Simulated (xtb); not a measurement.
Be(Cl)(OMe) (CH₃BeClO), SMILES C[O][Be][Cl]. All values are semi-empirical tight-binding results from xtb (GFN2-xTB unless named), good for trends rather than for accurate numbers. Geometry optimised at GFN2-xTB. One conformer was computed; it need not be the lowest.

Optimised geometry:

Bonds (Å): Be1–Cl2 1.784, Be1–O3 1.365, O3–C4 1.381, C4–H5 1.094, C4–H6 1.094, C4–H7 1.094. Angles (°): Cl2–Be1–O3 178.1, Be1–O3–C4 178.7, O3–C4–H5 109.9, O3–C4–H6 110.0, O3–C4–H7 109.8, H5–C4–H6 109.1, H5–C4–H7 109.0, H6–C4–H7 109.1.

For metal compounds this method's bond lengths and energies can be far off.

Problem. Estimate the properties. (An estimate is asked for; the answer gives what the named calculation found.)

Solution. 
```
Property                                      Result
-------------------------------------  -------------
orbital gap                                  7.45 eV
zero-point energy                      27.5 kcal/mol
G − E(el) at 298.15 K (modified RRHO)   9.8 kcal/mol
```

Problem. Give the atomic charges and the Wiberg bond orders between heavy atoms. (The exact figures need the calculation; the answer reports its results.)

Solution. charges (e) Be1 0.66, Cl2 -0.43, O3 -0.43, C4 0.05, H5 0.05, H6 0.05, H7 0.05. Bond orders Be1–Cl2 0.95, Be1–O3 1.22, O3–C4 0.99.
